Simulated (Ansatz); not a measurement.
Gas-phase electronic energies from Ansatz, PBE0-D4/def2-TZVP geometries. CBS: MP2 limit from def2 TZ/QZ plus the TZ coupled-cluster correction, frozen cores. Functionals use def2-TZVPP. One conformer a species, not always the lowest.

Consider the isomerisation: `OCO[SiH2][SiH3]` → `O[SiH2]OC[SiH3]`.

| level | ΔE (kJ/mol) |
| --- | --- |
| PBE | -122.5 |
| SCS-MP2/def2-TZVPP | -155.9 |
| HF/CBS(def2) | -154.0 |
| MP2/CBS(def2) | -162.2 |

(1) What does CCSD(T)/CBS give? (Estimate.)

Largest T1 diagnostic among the species: 0.012.

Answers

(1) Computed: -149.6 kJ/mol. The listed levels differ from it by 27.1, -6.3, -4.4, -12.6 kJ/mol.

From PBE to PBE0 (25 % exact exchange), in def2-TZVPP and without D4, ΔE moves by −6.5 kJ/mol.

CCSD(T)/CBS has its own doubt, a few kJ/mol and more with outer-core shells, so smaller differences from it don't rank the levels.
